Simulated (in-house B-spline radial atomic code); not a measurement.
## RPA and G0W0 on Hartree-Fock: Ge28+

Configuration [He] 2s2, mean-field start Hartree-Fock. Computed with a B-spline radial code for spherical atoms: all electrons, non-relativistic, point nucleus, each spin shell either full or empty, empty states to l = 9 with an (l + 1/2)⁻⁴ tail; G0W0 by contour deformation at full frequency.

Command:
```bash
python run_gw.py task.json out
```
Settings (radii: box in bohr, nucleus in fm):
```
Z                        32
electrons                4
configuration            [He] 2s2
hamiltonian              nr
method                   hf
lmax                     9
spin_polarised           False
box_radius               3.2
intervals                45
ion_configuration        [He] 2s1
```

Run time, properties included: 1.4 s on 1 thread of Arm Neoverse N1, on a shared host.

Energies (hartree):

```json
{"term": "mean-field total", "value": "-1230.53782"}
{"term": "Hartree-Fock functional on these orbitals", "value": "-1230.53782"}
{"term": "direct second order", "value": "-0.52787"}
{"term": "second-order exchange", "value": "0.26002"}
{"term": "SOSEX correction", "value": "0.21757"}
```

(1) What is the RPA correlation energy, and what remains with SOSEX?

Quasi-particle levels (eV):

```
level  occupied  mean field  Σx - vxc     Σc  QP weight       G0W0
   2s       yes    -3018.34      0.00      ?          ?          ?
   1s       yes   -13062.09      0.00   4.24      0.998  -13057.85
   2p        no    -2842.38      0.00  -0.22      0.993   -2842.60
```

G0W0 = mean field + (Σx - vxc) + Σc, with Σc (partial-wave tail included) taken at the quasi-particle energy.

(2) Where does G0W0 put 2s?

(3) What does it cost to remove one electron (to [He] 2s1) by differences of total energies, each species on its own start (correlation terms add to the Hartree-Fock functional)?

Results:

(1) RPA gives -0.44229 hartree (-3.01 eV per electron); RPA + SOSEX gives -0.22472, and the second-order doubles (MP2) -0.26785 hartree. SOSEX takes back 49 % of the RPA value.

(2) At -3026.14 eV, with Σc = -7.80 eV and a quasi-particle weight of 0.982. The tabulated removal energy is 3074 ± 3 eV (NIST, semi-empirical); the calculation leaves out relativity, Breit and QED terms, and what these don't explain is the method's own error.

(3) Hartree-Fock functional 3018.05 eV, + RPA 3024.74 eV, + RPA + SOSEX 3022.77 eV, + second order 3023.92 eV. Tabulated: 3074 ± 3 eV (NIST, semi-empirical); the calculation leaves out relativity, Breit and QED terms, and what these don't explain is the method's own error.
